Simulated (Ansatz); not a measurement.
The same atomization along the group C, Si, Ge.

Computed with Ansatz on PBE0-D4/def2-TZVP structures; ΔE is electronic, products minus reactants. CBS: MP2 limit from def2 TZ/QZ plus the TZ coupled-cluster correction, frozen cores. Small cases extrapolate CCSD(T) itself. DFT in def2-TZVPP. No spin–orbit coupling; open shells (•) take unrestricted orbitals. Spin–orbit coupling would lower the free atoms: a little for C, O, Si; clearly for Ge. Bonds to Ge are less sure, by a few kJ/mol each and by 10 to 20 or more in all where they break to atoms, as the def2 sets lack core-valence functions. Scalar relativity is left out up to krypton.

```json
{"reaction": "`C=O` → C• + 2 H• + O•", "CCSD(T)/CBS(def2) (kJ/mol)": "1562"}
{"reaction": "`O=[SiH2]` → Si• + 2 H• + O•", "CCSD(T)/CBS(def2) (kJ/mol)": "1275"}
{"reaction": "`[O]=[GeH2]` → Ge• + 2 H• + O•", "CCSD(T)/CBS(def2) (kJ/mol)": "?"}
```

Problem. Fill in the missing values. (Best estimate.)

Solution. Ansatz gave: `[O]=[GeH2]` → Ge• + 2 H• + O•: +1078.3 kJ/mol.

Largest T1 diagnostic: 0.022, for `[O]=[GeH2]`.

Extrapolated directly: `C=O` → C• + 2 H• + O•; `O=[SiH2]` → Si• + 2 H• + O•.

For atomizations the MP2-based limit and the directly extrapolated one differ by several kJ/mol either way, and by 10 to 25 for some Ge, Se and Sn compounds, so smaller differences from it don't rank the levels.
